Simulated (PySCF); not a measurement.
## C₆ coefficients of unlike pairs at PBE

Calculated with PySCF 2.14 from the dipole response of each species, C₆(A,B) = (3/π) ∫ α_A(iu) α_B(iu) du, in atomic units, from isotropic polarisabilities. For ions this is the dispersion term alone; charge-induced terms of lower order in 1/R come first.

| species | configuration | basis | relativity | α (bohr³) | C₆ (like pair) |
| --- | --- | --- | --- | --- | --- |
| Cl(3+) | [Ne] 3s2 3p2 (3P) | aug-cc-pV(Q+d)Z with one added diffuse shell each of s, p, d, f, g type (8s7p6d4f3g) | none | 4.354 | 11.80 |
| V(2+) | [Ar] 3d3 (4F) | def2-QZVPPD (11s6p5d3f2g) | none | 4.788 | 14.39 |
| Au(3+) | [Xe] 4f14 5d8 (3F) | aug-cc-pVTZ-PP with one added diffuse shell each of s, p, d, f, g type with ECP60MDF (7s7p6d4f3g) | core potential | 6.158 | 35.37 |
| Mg(2+) | [Ne] (1S) | aug-cc-pCVDZ (6s5p3d) | none | 0.2793 | 0.2261 |

Problem. Estimate C₆ for Au(3+) with V(2+).

Solution. The integral gives 22.41. The combination rule 2 C_A C_B / (C_A α_B/α_A + C_B α_A/α_B) gives 22.13 and the geometric mean 22.56.

No spin-orbit coupling is included.

The other pairs:

| pair | C₆ |
| --- | --- |
| Mg(2+), Au(3+) | 2.461 |
| Au(3+), Cl(3+) | 19.93 |
| Mg(2+), Cl(3+) | 1.261 |
| Mg(2+), V(2+) | 1.510 |
| V(2+), Cl(3+) | 12.91 |
